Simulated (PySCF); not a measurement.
Species: C₇H₁₀N₄.
Geometry (GFN2-xTB, Å), atoms numbered from 1 in this order:
```xyz
21
C7H10N4 angstrom
C     -1.431   -1.090    0.728
C     -1.366    0.410    0.457
C     -2.747    0.960    0.113
C     -0.393    0.707   -0.694
N      0.952    0.375   -0.333
N      1.666    1.127    0.471
C      2.816    0.493    0.603
C      2.745   -0.684   -0.170
C      3.727   -1.672   -0.341
N      4.555   -2.457   -0.451
N      1.538   -0.711   -0.743
H     -1.812   -1.617   -0.144
H     -0.447   -1.489    0.965
H     -2.089   -1.294    1.568
H     -0.992    0.921    1.350
H     -2.708    2.035   -0.044
H     -3.442    0.758    0.923
H     -3.129    0.492   -0.791
H     -0.422    1.771   -0.942
H     -0.649    0.112   -1.573
H      3.617    0.870    1.204
```

Probes without a nucleus sit at each ring's centroid and 1 Å off its mean plane on both sides; NICS is minus the shielding there, NICSzz its component along the normal. Level: GIAO PBE0/pcSseg-1 (PySCF, non-relativistic, gas phase) on the GFN2-xTB geometry, one conformer.

Ring bond lengths (Å), with Mayer bond orders in brackets: N5–N6 1.312 (1.23), N6–C7 1.320 (1.52), C7–C8 1.409 (1.27), C8–N11 1.336 (1.38), N11–N5 1.301 (1.28).

Q: Give the NICS values of each ring in ppm.

A: 
```csv
ring,type,NICS(0),"NICS(1), two faces","NICS(1)zz, two faces",rms pucker (Å),"centre to ring atoms, mean (Å)"
N5–N6–C7–C8–N11,5-membered ring with 3 N; formal bonds all aromatic,-13.9,-13.2 / -13.3,-32.0 / -33.3,0.00,1.14
```

Q: What can be read from them?

A: 
- N5–N6–C7–C8–N11: mean NICS(1)zz -32.6 ppm, shielded, aromatic by this magnetic criterion (flat ring, no four-coordinate atom).

Q: And the bond-length index? Use HOMA with the parameters of Krygowski (1993).

A: 
- N5–N6–C7–C8–N11: HOMA 0.97; the largest term is that of C7–C8, α(R − Ropt)² = 0.12. The geometric and the magnetic index point the same way.

Q: List the ring angles and the Hirshfeld charges of the ring atoms.

A: 
- N5–N6–C7–C8–N11: N5 115.3° (+0.119 e), N6 105.1° (-0.116 e), C7 107.6° (-0.010 e), C8 107.3° (+0.022 e), N11 104.7° (-0.099 e); sum 540.0° against 540° for a flat convex ring.

Q: How shielded are the nuclei of the rings and their hydrogens (means over atoms taken as equivalent)?

A: 
```csv
atoms,environment,σ isotropic (ppm),"principal values of the symmetric part, first atom (ppm)"
N5,pyrrole-type nitrogen,-19.2,"-132.6, -9.0, 84.0"
N6,pyridine-type nitrogen,-94.6,"-327.4, -127.9, 171.5"
C7,aromatic CH next to a ring nitrogen,39.7,"-42.4, 33.5, 127.9"
C8,substituted aromatic carbon,61.0,"-17.7, 72.3, 128.2"
N11,pyridine-type nitrogen,-111.8,"-362.7, -136.4, 163.7"
H21,aromatic hydrogen,23.67,"21.5, 23.5, 26.0"
```
